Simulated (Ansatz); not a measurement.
`C[SiH]C#N` radical, 8 atoms. The species carries charge 0 and has multiplicity 2. Hardware: A = 2 threads of an AMD EPYC 7R13 on a shared host; B = 2 threads of an AMD EPYC 7R13 on a shared host and a share of an NVIDIA H100 80 GB. Correlated methods freeze the cores. Open-shell runs search over several starts.

Problem. Give the basis size and wall time and peak host memory of each of these runs in Ansatz. UHF-CCSD(T)/cc-pV(Q+d)Z energy [B]; UKS PBE-D4/def2-TZVPP energy and forces [A]; UHF-CCSD(T)/def2-QZVPP energy [B]; UKS B97M-V/def2-TZVPP energy [A]; UKS HSE06 (plane-wave form)-D4/def2-TZVPP energy [A]; UKS PBE0-D4/def2-TZVP frequencies [A]; UHF-CCSD(T)/def2-SVP energy [A]; UKS PBE0-D4/def2-SVP energy [A]; UKS ωB97X-V/def2-TZVPP energy [A]; UKS ωB97M-V/def2-SVP energy [A]; UKS PBE0-D4/def2-TZVP relaxation (6 steps) [A]; UHF-CCSD(T)/cc-pV(D+d)Z energy [A]. (An estimate is asked.)

Solution. Computed: Other jobs shared the machine, so times are rough.

```csv
level,job,functions,wall time,peak host memory (GiB)
UKS PBE0-D4/def2-SVP,energy [A],80,2.3 s,0.37
UKS PBE-D4/def2-TZVPP,energy and forces [A],191,3.3 s,0.27
UKS HSE06 (plane-wave form)-D4/def2-TZVPP,energy [A],191,4.2 s,0.51
UHF-CCSD(T)/def2-SVP,energy [A],80,6.5 s,0.48
UKS ωB97M-V/def2-SVP,energy [A],80,7 s,0.37
UHF-CCSD(T)/cc-pV(D+d)Z,energy [A],85,9 s,0.54
UKS ωB97X-V/def2-TZVPP,energy [A],191,9.5 s,0.64
UKS B97M-V/def2-TZVPP,energy [A],191,11 s,0.4
UHF-CCSD(T)/cc-pV(Q+d)Z,energy [B],349,19 s,1.1
UKS PBE0-D4/def2-TZVP,relaxation (6 steps) [A],154,30 s,0.4
UHF-CCSD(T)/def2-QZVPP,energy [B],361,38 s,1.8
UKS PBE0-D4/def2-TZVP,frequencies [A],154,110 s,0.39
```
